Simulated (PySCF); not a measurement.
**Pb₂: frontier orbitals**

M06 at R = 2.895 Å; PySCF, scalar-relativistic core potentials, basis sets Pb def2-SVP with ECP60. State: ³Σg⁻ (triplet), unpaired electrons π ↑↑. Only the outer orbitals are listed.

```
spin  orbital  occ.  ε (eV)  main shells (%)
   α       σg     1  -13.99             96 s
   α       σu     1  -11.62             95 s
   α       σg     1   -4.85             95 p
   α       πu     1   -4.82             98 p
   α       πu     1   -4.82             98 p
   α       πg     0   -1.96            100 p
   α       πg     0   -1.96            100 p
   β       σg     1  -13.68             97 s
   β       σu     1  -11.52             95 s
   β       σg     1   -4.69             96 p
   β       πu     0   -3.36             99 p
   β       πu     0   -3.36             99 p
   β       πg     0   -1.71             99 p
```

Task: Which are the highest filled and the lowest empty level, where do they sit, and how wide is the gap?

Result: Highest filled β σg at -4.69 eV (in %: 96 p); lowest empty β πu at -3.36 eV (in %: 99 p); the gap at M06 is 1.33 eV.

```json
{"bond order (Mayer)": "1.98", "⟨S²⟩": "2.001"}
```

These are scalar-relativistic numbers at best; spin–orbit coupling would shift them, the dissociation energy most. The state is the lowest determinant that a PBE0 search found; another state may lie lower at other levels.
